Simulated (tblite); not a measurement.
Record of a relaxation.

Species: C7H4O2 (charge -1 and doublet state).
Bonds: C1–C2 (triple), C2–C3, C3–C4 (double), C4–C5, C5–C6 (double), C6–C7, C7–O8, C7–O9, C3–O9. Hydrogens: H10 on C1; H11 on C4; H12 on C5; H13 on C6.
Bond orders are those of one Lewis drawing.

Computed with GFN2-xTB (tblite), gas phase: L-BFGS steps from a force-field or distance-geometry start until the largest atomic force falls under 0.01 eV/Å. 9 of its 56 geometries are shown.

Step 0: E = -685.2237 eV, largest atomic force 7.222 eV/Å
```
atom  x, y, z in Å  |  force x, y, z in eV/Å
C1      3.390   -0.240   -0.283   -1.310  -0.006   0.029
C2      2.166   -0.214   -0.242    0.322  -0.722   0.087
C3      0.747   -0.183   -0.154    0.539  -0.372  -0.375
C4      0.148    0.992    0.090   -2.046   0.775   0.323
C5     -1.310    1.028    0.183    2.955   2.661  -0.195
C6     -2.054   -0.042   -0.001   -1.313  -3.275  -1.549
C7     -1.436   -1.362   -0.290   -2.213  -0.168   6.873
O8     -1.900   -2.311    0.641    1.417   2.126  -4.282
O9     -0.039   -1.307   -0.339    1.335  -1.465  -1.151
H10     4.441   -0.244   -0.328   -0.161   0.059  -0.030
H11     0.770    1.849    0.236   -0.059   0.508   0.194
H12    -1.782    1.977    0.386    0.039   0.326   0.131
H13    -3.145    0.058    0.082    0.495  -0.448  -0.055
```

Step 7: E = -687.4268 eV, largest atomic force 0.720 eV/Å
```
atom  x, y, z in Å  |  force x, y, z in eV/Å
C1      3.344   -0.247   -0.285   -0.488  -0.059  -0.009
C2      2.125   -0.287   -0.241    0.300  -0.136  -0.054
C3      0.744   -0.192   -0.193   -0.242   0.096   0.046
C4      0.117    1.021    0.090   -0.088   0.204  -0.112
C5     -1.260    1.109    0.114   -0.079  -0.040   0.054
C6     -2.028   -0.060   -0.033   -0.167   0.159   0.448
C7     -1.372   -1.301    0.062   -0.451   0.026  -0.290
O8     -1.880   -2.370    0.407    0.002  -0.136  -0.227
O9     -0.049   -1.341   -0.338    0.646  -0.170   0.268
H10     4.392   -0.239   -0.328   -0.025  -0.017  -0.002
H11     0.743    1.880    0.263    0.094   0.184   0.051
H12    -1.769    2.031    0.380    0.139   0.090  -0.229
H13    -3.112   -0.004    0.084    0.360  -0.201   0.055
```

Step 14: E = -687.5709 eV, largest atomic force 0.339 eV/Å
```
atom  x, y, z in Å  |  force x, y, z in eV/Å
C1      3.313   -0.270   -0.302    0.113   0.001  -0.020
C2      2.101   -0.273   -0.245    0.046  -0.048   0.077
C3      0.730   -0.171   -0.140    0.023   0.068   0.040
C4      0.119    1.070    0.059   -0.115  -0.093   0.246
C5     -1.256    1.128    0.160   -0.111  -0.002  -0.207
C6     -2.002   -0.068    0.084    0.004   0.003   0.088
C7     -1.366   -1.325    0.048   -0.207   0.106  -0.001
O8     -1.921   -2.419    0.203    0.094   0.098  -0.175
O9      0.003   -1.365   -0.199   -0.079   0.211   0.115
H10     4.358   -0.268   -0.334    0.129  -0.041  -0.044
H11     0.754    1.940    0.227   -0.152  -0.188  -0.237
H12    -1.749    2.092    0.268   -0.048  -0.171   0.047
H13    -3.088   -0.072    0.154    0.303   0.056   0.070
```

Step 21: E = -687.6249 eV, largest atomic force 0.162 eV/Å
```
atom  x, y, z in Å  |  force x, y, z in eV/Å
C1      3.329   -0.280   -0.318    0.052  -0.012  -0.009
C2      2.120   -0.262   -0.203   -0.045  -0.024   0.098
C3      0.746   -0.161   -0.070    0.003   0.021   0.032
C4      0.108    1.070    0.089   -0.009   0.048  -0.154
C5     -1.267    1.128    0.155    0.002  -0.011   0.091
C6     -2.002   -0.070    0.149    0.003  -0.062  -0.062
C7     -1.368   -1.317    0.032   -0.034   0.008   0.031
O8     -1.929   -2.416    0.034    0.029  -0.025  -0.022
O9      0.019   -1.353   -0.102   -0.067   0.049   0.003
H10     4.377   -0.306   -0.358   -0.012  -0.018  -0.025
H11     0.727    1.956    0.117   -0.020   0.031  -0.022
H12    -1.783    2.080    0.226    0.020  -0.007   0.056
H13    -3.081   -0.069    0.231    0.080   0.002  -0.018
```

Step 28: E = -687.6319 eV, largest atomic force 0.084 eV/Å
```
atom  x, y, z in Å  |  force x, y, z in eV/Å
C1      3.328   -0.287   -0.322    0.081  -0.015  -0.014
C2      2.123   -0.266   -0.166   -0.069   0.028  -0.009
C3      0.748   -0.153   -0.058    0.008  -0.013  -0.003
C4      0.105    1.079    0.066    0.005   0.014   0.008
C5     -1.267    1.126    0.164   -0.008   0.002   0.002
C6     -2.000   -0.072    0.150   -0.016  -0.062  -0.007
C7     -1.368   -1.318    0.027    0.020   0.008   0.014
O8     -1.922   -2.421    0.005    0.019   0.031  -0.002
O9      0.020   -1.344   -0.083   -0.010  -0.039   0.001
H10     4.376   -0.321   -0.368   -0.018  -0.021   0.016
H11     0.715    1.972    0.084    0.013   0.031  -0.018
H12    -1.785    2.073    0.248   -0.018   0.045   0.025
H13    -3.076   -0.068    0.236   -0.006  -0.009  -0.014
```

Step 34: E = -687.6332 eV, largest atomic force 0.050 eV/Å
```
atom  x, y, z in Å  |  force x, y, z in eV/Å
C1      3.326   -0.297   -0.326   -0.023  -0.002  -0.002
C2      2.122   -0.256   -0.168    0.023  -0.005  -0.014
C3      0.747   -0.147   -0.058    0.016   0.019  -0.011
C4      0.101    1.085    0.064    0.004  -0.001  -0.008
C5     -1.272    1.129    0.168    0.016  -0.008   0.012
C6     -1.998   -0.074    0.151   -0.001   0.016   0.007
C7     -1.362   -1.318    0.028    0.013   0.044  -0.021
O8     -1.915   -2.420   -0.003   -0.016  -0.039   0.012
O9      0.026   -1.344   -0.073    0.015   0.033   0.009
H10     4.374   -0.339   -0.361   -0.005  -0.016   0.011
H11     0.710    1.980    0.066   -0.014  -0.006   0.010
H12    -1.788    2.078    0.265   -0.010  -0.037  -0.008
H13    -3.075   -0.078    0.229   -0.019   0.002   0.001
```

Step 41: E = -687.6341 eV, largest atomic force 0.021 eV/Å
```
atom  x, y, z in Å  |  force x, y, z in eV/Å
C1      3.328   -0.305   -0.333   -0.019  -0.003  -0.006
C2      2.124   -0.251   -0.176    0.016   0.004   0.007
C3      0.749   -0.137   -0.065   -0.004   0.004   0.010
C4      0.099    1.092    0.061   -0.010  -0.005   0.000
C5     -1.274    1.128    0.173   -0.008   0.009  -0.008
C6     -2.000   -0.076    0.151    0.009   0.014  -0.002
C7     -1.358   -1.315    0.028    0.001  -0.016  -0.001
O8     -1.906   -2.421   -0.002    0.003  -0.008   0.003
O9      0.030   -1.335   -0.068    0.013   0.003  -0.016
H10     4.375   -0.360   -0.349    0.003  -0.009   0.002
H11     0.703    1.991    0.063   -0.015  -0.006   0.007
H12    -1.797    2.072    0.274    0.002   0.006  -0.005
H13    -3.077   -0.082    0.224    0.010   0.006   0.010
```

Step 48: E = -687.6346 eV, largest atomic force 0.032 eV/Å
```
atom  x, y, z in Å  |  force x, y, z in eV/Å
C1      3.327   -0.313   -0.344   -0.020  -0.003  -0.006
C2      2.125   -0.243   -0.174    0.012  -0.008   0.011
C3      0.750   -0.129   -0.067   -0.009   0.005  -0.005
C4      0.095    1.097    0.060    0.001   0.003   0.010
C5     -1.278    1.128    0.171   -0.003   0.004  -0.003
C6     -1.998   -0.078    0.150   -0.003   0.022   0.000
C7     -1.352   -1.316    0.027   -0.013  -0.026   0.013
O8     -1.896   -2.424    0.004    0.013   0.025  -0.005
O9      0.035   -1.330   -0.077    0.001   0.014  -0.010
H10     4.374   -0.382   -0.339    0.004   0.001   0.002
H11     0.692    1.999    0.069    0.014  -0.001  -0.003
H12    -1.804    2.071    0.273    0.004  -0.008  -0.007
H13    -3.075   -0.081    0.230   -0.001  -0.028   0.003
```

Step 55: E = -687.6349 eV, largest atomic force 0.008 eV/Å
```
atom  x, y, z in Å  |  force x, y, z in eV/Å
C1      3.325   -0.319   -0.354    0.001   0.001  -0.006
C2      2.126   -0.239   -0.168   -0.002   0.002   0.001
C3      0.751   -0.122   -0.068   -0.002  -0.005   0.000
C4      0.093    1.102    0.062    0.001   0.000  -0.002
C5     -1.280    1.130    0.170    0.001  -0.002   0.001
C6     -1.998   -0.078    0.151    0.001  -0.003   0.004
C7     -1.349   -1.315    0.026    0.001   0.007  -0.003
O8     -1.889   -2.424    0.003    0.000   0.000   0.001
O9      0.037   -1.324   -0.085   -0.006  -0.005   0.001
H10     4.372   -0.395   -0.331    0.001   0.002   0.005
H11     0.690    2.004    0.072    0.002   0.002  -0.001
H12    -1.808    2.072    0.269   -0.001  -0.001   0.000
H13    -3.074   -0.090    0.236    0.002   0.001  -0.001
```

**Question.** Summarise the path.

**Answer.** The energy falls by 2.4112 eV from step 0 to step 55; nine tenths of that is first reached at step 6. It falls at every step. The largest force goes from 7.222 to 0.008 eV/Å. Among the bonds C7–O8 changes most, from 1.408 to 1.234 Å; the atoms move by 0.255 Å rms after alignment.

**Question.** Follow the three bonds and two angles with the largest change from start to end.

**Answer.** 
| step | E above end (eV) | largest force (eV/Å) | C7–O8 (Å) | C5=C6 (Å) | C6–C7 (Å) | C6–C7–O8 (°) | C2–C1–H10 (°) |
| --- | --- | --- | --- | --- | --- | --- | --- |
| 0 | 2.4112 | 7.222 | 1.408 | 1.316 | 1.486 | 109.5 | 178.8 |
| 2 | 1.0242 | 7.336 | 1.149 | 1.441 | 1.377 | 126.7 | 179.6 |
| 5 | 0.2845 | 0.848 | 1.240 | 1.404 | 1.413 | 126.4 | 179.2 |
| 7 | 0.2081 | 0.720 | 1.233 | 1.407 | 1.407 | 126.2 | 178.5 |
| 10 | 0.1244 | 0.303 | 1.234 | 1.404 | 1.401 | 127.1 | 177.9 |
| 12 | 0.0949 | 0.621 | 1.237 | 1.406 | 1.412 | 126.4 | 178.6 |
| 14 | 0.0640 | 0.339 | 1.236 | 1.411 | 1.410 | 125.7 | 179.1 |
| 17 | 0.0275 | 0.276 | 1.235 | 1.407 | 1.397 | 126.3 | 177.9 |
| 19 | 0.0169 | 0.295 | 1.238 | 1.403 | 1.401 | 126.3 | 177.3 |
| 22 | 0.0081 | 0.115 | 1.234 | 1.406 | 1.403 | 125.8 | 176.4 |
| 24 | 0.0048 | 0.147 | 1.234 | 1.407 | 1.401 | 126.1 | 175.5 |
| 26 | 0.0038 | 0.056 | 1.234 | 1.405 | 1.402 | 126.4 | 175.3 |
| 29 | 0.0027 | 0.053 | 1.235 | 1.405 | 1.402 | 126.3 | 175.0 |
| 31 | 0.0023 | 0.045 | 1.235 | 1.406 | 1.402 | 126.2 | 174.8 |
| 33 | 0.0019 | 0.050 | 1.234 | 1.406 | 1.402 | 126.2 | 174.6 |
| 36 | 0.0014 | 0.030 | 1.234 | 1.405 | 1.402 | 126.2 | 174.2 |
| 38 | 0.0011 | 0.043 | 1.235 | 1.405 | 1.402 | 126.2 | 174.0 |
| 41 | 0.0008 | 0.021 | 1.234 | 1.405 | 1.402 | 126.2 | 173.5 |
| 43 | 0.0007 | 0.040 | 1.234 | 1.405 | 1.402 | 126.3 | 173.2 |
| 45 | 0.0005 | 0.052 | 1.234 | 1.405 | 1.403 | 126.3 | 172.6 |
| 48 | 0.0003 | 0.032 | 1.235 | 1.405 | 1.402 | 126.3 | 171.7 |
| 50 | 0.0001 | 0.047 | 1.235 | 1.405 | 1.402 | 126.3 | 170.7 |
| 53 | 0.0000 | 0.011 | 1.234 | 1.405 | 1.402 | 126.3 | 170.0 |
| 55 | 0.0000 | 0.008 | 1.234 | 1.405 | 1.402 | 126.3 | 169.9 |

What follows is the cost of the whole relaxation. The run took 0.33 s on one thread, Arm Neoverse V1 (aarch64), shared host with 32 logical CPUs at a one-minute load of 26.
